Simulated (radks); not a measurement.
Spherical quantum dot in the effective-mass picture: electrons in a hard-walled sphere of radius 1.68, with a point charge +2 (a donor) at the centre, all in effective atomic units (hartree* = m*/eps^2 hartree, bohr* = eps/m* bohr), one dielectric constant everywhere. Calculated with a radial shooting solver with Libxc functionals: non-relativistic Kohn-Sham, PBEsol, spin-polarised, spherical densities. Levels are named by radial order and angular momentum (1s, 1p, 1d, 2s, ...), and open shells are averaged over m. Results are scaled to m* = 0.405 and eps = 8.6, for which hartree* = 149 meV and bohr* = 1.124 nm.

N = 19, configuration 1s2 1p6 1d10 2s(up 1, down 0). This is the lowest configuration that the search found. Occupied and some empty levels:

level,occupation,eigenvalue (meV),<r> (nm)
1s up,1,2209.0,0.9635
1s down,1,2221.9,0.9862
1p up,3,2463.5,1.197
1p down,3,2466.6,1.198
1d up,5,2761.1,1.283
1d down,5,2763.5,1.283
2s up,1,2805.1,0.8718
2s down,0,2839.5,0.8646
1f up,0,3133.3,1.341
1f down,0,3135.9,1.340
2p up,0,3490.7,0.9727
2p down,0,3504.2,0.9781
1g up,0,3578.4,1.384
1g down,0,3581.3,1.384

Energy (meV): total 27848.8, kinetic 13958, external -6130.5, Hartree 22596, exchange-correlation -2574.5.
